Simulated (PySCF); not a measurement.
CBr, SMILES [C]Br (connectivity only; charge and spin as stated), neutral, multiplicity 2.

Coordinates come from a B3LYP-D3(BJ)/def2-TZVPD optimisation.

Two levels are set side by side: PBE/def2-TZVPD (PySCF) and M06-2X/def2-TZVPD (PySCF). Same geometry, gas phase. Differences are taken from unrounded values.

```csv
quantity,M06-2X
α-spin orbital gap (eV),5.04
β-spin orbital gap (eV),8.38
dipole moment (D),1.30
```

### Question
What does PBE give, and how far is it from M06-2X? (The exact figures need the calculation; the answer reports its results.)

### Answer

```json
[
 {"quantity": "α-spin orbital gap (eV)", "PBE": "0.35", "PBE minus M06-2X": "-4.69"},
 {"quantity": "β-spin orbital gap (eV)", "PBE": "3.65", "PBE minus M06-2X": "-4.73"},
 {"quantity": "dipole moment (D)", "PBE": "1.60", "PBE minus M06-2X": "0.30"}
]
```

Rough cost on one machine, each run with all the roots and properties that it gave: M06-2X against PBE about 4 times.
